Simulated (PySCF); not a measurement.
A GIAO shielding run with PySCF 2.14.0 with density-fitted response routines (density fitting, non-relativistic, gas phase) on `Cl[SiH2]OC1CC1`, C$_{3}$H$_{7}$ClOSi:

```
$ OMP_NUM_THREADS=1 python probes_run.py task.json out

{"job": {"kind": "nmr", "xc": "wB97X-D", "basis": "pcSseg-1", "pop": false}, "charge": 0, "multiplicity": 1}
Cl     2.304675     2.718724    -4.389436
Si     2.890584     2.024845    -2.523625
O      1.858304     0.856648    -1.990458
C      0.560808     1.005165    -1.508583
C     -0.259752     2.226697    -1.789574
C     -0.590028     0.913308    -2.452124
H      2.917120     3.204399    -1.617700
H      4.212347     1.374444    -2.671534
H      0.448728     0.538510    -0.524193
H      0.165677     3.005750    -2.429016
H     -0.909709     2.604486    -0.995953
H     -1.483420     0.365666    -2.141232
H     -0.337136     0.823479    -3.511851
```

Hardware: 1 thread of an Arm Neoverse V2, shared host. The job also computes ring-centre shieldings.

Q: How large is the calculation?

A: 64 electrons, 151 basis functions and 830 auxiliary functions.

Q: How long does it take, and how much memory does it need?

A: 20 s of wall time, with 13 SCF cycles and 6 response iterations; peak memory 0.88 GiB. Times on a shared host scatter by some tens of per cent.

Q: And these other runs on the same molecule and hardware: GIAO shielding at B3LYP/pcSseg-1; GIAO shielding at B97-D/pcSseg-1; GIAO shielding at BLYP/pcSseg-1; GIAO shielding at BP86/pcSseg-1; GIAO shielding at HF/pcSseg-1; GIAO shielding at KT2/pcSseg-1?

A: B3LYP/pcSseg-1: 151 functions, 10 s; B97-D/pcSseg-1: 151 functions, 16 s; BLYP/pcSseg-1: 151 functions, 15 s; BP86/pcSseg-1: 151 functions, 16 s; HF/pcSseg-1: 151 functions, 5.5 s; KT2/pcSseg-1: 151 functions, 16 s.
